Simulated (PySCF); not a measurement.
C6H5F3.
Cartesian coordinates in Å at the GFN2-xTB level; atoms count from 1:
```
atom  x, y, z in Å
F1     3.6747    0.8273   -0.5327
C2     2.8120   -0.1661   -0.8088
F3     3.3280   -1.2833   -0.2646
F4     2.8455   -0.3431   -2.1422
C5     1.4760    0.1173   -0.3233
C6     0.3739    0.3694    0.0852
C7    -0.9357    0.6427    0.5579
C8    -2.1165    0.1467   -0.2410
C9    -1.7828   -0.5016    1.0589
H10   -1.0229    1.5996    1.0573
H11   -2.9814    0.7894   -0.2970
H12   -1.9099   -0.3968   -1.1499
H13   -2.4142   -0.3135    1.9132
H14   -1.3475   -1.4885    1.0399
```

Vertical excitations from PySCF (density fitting, frozen core in the response, grid level 2 and gas phase unless stated; continuum runs use non-equilibrium linear response for the excitations) on a GFN2-xTB geometry. Reference run:

| settings | S1, eV (f) | S2, eV (f) | S3, eV (f) | S4, eV (f) | S5, eV (f) | S6, eV (f) | T1, eV (Tamm–Dancoff) | mean α (au) |
| --- | --- | --- | --- | --- | --- | --- | --- | --- |
| PBE0/def2-SVPD, full TDDFT, 6 singlets | 5.96 (0.000) | 6.40 (0.023) | 6.60 (0.001) | 7.53 (0.026) | 7.98 (0.168) | 8.05 (0.010) | 5.03 | 72.6 |

**Question.** What do these settings give: OLYP/def2-SVPD, IEF-PCM methanol, full TDDFT, 1 singlet?

**Answer.** 
```tsv
settings	S1, eV (f)	S2, eV (f)	S3, eV (f)	S4, eV (f)	S5, eV (f)	S6, eV (f)	T1, eV (Tamm–Dancoff)	mean α (au)
OLYP/def2-SVPD, IEF-PCM methanol, full TDDFT, 1 singlet	5.66 (0.000)	–	–	–	–	–	5.00	97.7
```

S1 moves by -0.30 eV; functional and environment change together, so the shift can't be laid on one. States are counted by energy in each run and needn't keep their character from row to row.

**Question.** Which orbital pairs make up S1 in each run, and how does it sit against the orbital gap?

**Answer.** 
```
                                               settings  S1 configurations (weight)  S1 (eV)  orbital gap (eV)  S1 − gap (eV)
                 PBE0/def2-SVPD, full TDDFT, 6 singlets                    H→L 0.91     5.96              7.86          -1.90
OLYP/def2-SVPD, IEF-PCM methanol, full TDDFT, 1 singlet                    H→L 0.99     5.66              5.62          +0.04
```

The species at its GFN2-xTB geometry.
